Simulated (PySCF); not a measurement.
A structure optimised at TPSSh-D3(BJ)/def2-SVP, used in a PySCF frequency run:

```xyz
11

B      0.6958     0.6745     0.0000
F      2.0311     0.7294     0.0000
Ge    -0.2359    -1.1952     0.0000
H     -1.1463    -1.3727     1.2336
H     -1.1463    -1.3727    -1.2336
H      0.7924    -2.3378     0.0000
O      0.0624     1.8629     0.0000
C     -1.3443     2.0345     0.0000
H     -1.6316     2.6054     0.8951
H     -1.6316     2.6054    -0.8951
H     -1.8807     1.0712     0.0000
```
Charge 0, spin multiplicity 1.

Task: Write its SMILES, formula and point group.

Result: CO[B](F)[GeH3], CH₆BFGeO, Cs

Task: What are its rotational constants (standard atomic weights)?

Result: 4.0619, 1.9928, 1.3709 GHz
